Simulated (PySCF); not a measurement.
Estimate the missing entries of this data sheet.

C₅H₈O₂.
Z-matrix (Å and degrees, PBE0-D3(BJ)/def2-SVP geometry), rows numbered from 1:
```
C 
C   1  1.5027
O   2  1.2440  1  119.59
C   2  1.4381  1  119.07  3   179.62
C   4  1.3772  2  119.13  1  -179.47
C   5  1.4890  4  123.74  2   179.79
O   5  1.3073  4  121.47  2    -0.12
H   1  1.0967  2  109.70  3     5.19
H   1  1.1016  2  109.88  3  -115.10
H   1  1.1006  2  110.68  3   126.75
H   4  1.0895  2  120.71  1     0.50
H   6  1.1012  5  109.46  4  -120.17
H   6  1.1009  5  109.49  4   123.01
H   6  1.0964  5  111.94  4     1.33
H   7  1.0230  5  104.78  4     0.07
```

```tsv
property	level	value
rotational constants A, B, C	PBE0-D3(BJ)/def2-SVP	5.922, 1.733, 1.363 GHz
dipole moment	CAM-B3LYP/def2-SVPD	?
HOMO energy	CAM-B3LYP/def2-SVPD	?
LUMO energy	CAM-B3LYP/def2-SVPD	-0.20 eV
lowest singlet excitation	TDDFT CAM-B3LYP/def2-SVPD	4.53 eV (274 nm, f = 0.001)
lowest triplet excitation (Tamm–Dancoff)	TDA CAM-B3LYP/def2-SVPD	3.39 eV
static isotropic polarisability	CAM-B3LYP/def2-SVPD	?
vertical ionisation energy	ΔSCF CAM-B3LYP/def2-SVPD	9.11 eV
electronic spatial extent ⟨r²⟩ about the centre of nuclear charge	CAM-B3LYP/def2-SVPD	881 bohr²
13C chemical shifts (computed TMS as zero) by class	GIAO PBE0/pcSseg-1	204.1 (C2), 187.7 (C5), 100.7 (C4), 29.3 (C1), 23.6 (C6) ppm
1H chemical shifts (computed TMS as zero) by class	GIAO PBE0/pcSseg-1	16.89 (H15), 5.28 (H11), 2.11 (H8/H9/H10), 1.92 (H12/H13/H14) ppm
isotropic shieldings of nuclei other than C and H, by class	GIAO PBE0/pcSseg-1	-134 (O3), 130 (O7) ppm
largest of the computed one-bond spin–spin couplings (means over like bonds)	B3LYP/pcJ-1, spin–dipole term left out	13C–1H +174.0 (C4–H11), 13C–1H +135.1 (C6–H12 and 2 like it), 13C–1H +134.4 (C1–H8 and 2 like it), 13C–13C +71.0 (C4–C5), 17O–1H -66.0 (O7–H15), 13C–13C +60.3 (C2–C4), 13C–13C +50.5 (C5–C6), 13C–13C +45.6 (C1–C2) Hz
```

Electronic properties: PySCF, gas phase, density fitting. One conformer (not necessarily the lowest) at the PBE0-D3(BJ)/def2-SVP geometry, without solvent or vibrations. NMR classes are plain means over equivalent atoms (diastereotopic ones count apart unless rotation or inversion swaps them), as if these changed places fast; in this geometry the members of some classes differ.

(1) What is the dipole moment?

(2) Give the HOMO energy.

(3) Give the static isotropic polarisability.

Answers

(1) 3.29 D.

(2) -8.35 eV.

(3) 72.1 au.

The ΔSCF ionisation energy exceeds −ε(HOMO) by 0.76 eV with CAM-B3LYP. In wavenumbers S1 is 36500 cm⁻¹ (1 eV = 8065.54 cm⁻¹). The rotational constants make it an asymmetric top with κ = (2B − A − C)/(A − C) = -0.84, nearer the prolate limit (−1). In atomic units the dipole is 1.30 e·bohr (1 au = 2.5417 D). With B = h/(8π²I), that is 505.379 GHz u Å² over I, the principal moments of inertia are 85.3, 291.7 and 370.7 u Å² (most abundant isotopes).
